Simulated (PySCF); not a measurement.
Spinor energies of Mn⁺ (manganese, charge +1)

Start: [Ar] 3d5 4s1; 3d3/2 filled at m_j = -3/2, -1/2, +1/2, +3/2; 3d5/2 filled at m_j = +5/2; 4s1/2 filled at m_j = +1/2. Calculated with PySCF 2.14 in x2c-SVPall-2c with one added diffuse shell each of s, d type (6s5p4d1f, 48 functions): generalised Hartree-Fock with the X2C-1e Hamiltonian and a Gaussian nucleus; one run each with spin-orbit coupling (SO) switched off, then screened by Boettger's factors.

```csv
spinor shell,electrons,"ε, spin-free (eV)","ε, screened SO (eV)",weight of nominal j (screened SO),"rms radius, screened SO (bohr)"
1s1/2,2,-6604.7,-6604.7,1.000,0.0704
2s1/2,2,-811.39,-811.38,1.000,0.302
2p1/2,2,-685.34,-692.79,0.978,0.271
2p3/2,4,-685.34,-681.67,0.989,0.274
3s1/2,2,-113.73,-113.73,1.000,0.917
3p1/2,2,-75.960,-76.421,0.664,0.986
3p3/2,4,-75.960,-75.736,0.832,0.990
3d3/2,4,-25.341,-25.355,0.508,1.28
3d5/2,1,-25.341,-25.285,1.000,1.28
4s1/2,1,-14.909,-14.909,1.000,3.12
```

```csv
quantity,spin-free,screened SO
E (hartree),-1156.98978,-1157.00020
M_J,3,3
⟨J²⟩,12.000,12.000
⟨L²⟩,0.000,0.001
⟨S²⟩,12.000,11.999
```

Each row is a mean over spinors that exchange with the open shell spreads, by up to 13.991 eV (3p3/2).

Rows whose weight is well below 1 are mixtures of j = l ± 1/2: exchange outweighs spin-orbit coupling there, and the label is only the starting occupation.

Without spin-orbit coupling the j labels of p, d and f shells carry no meaning; the spin-free column gives the mean over the occupied spinors of each nl shell.
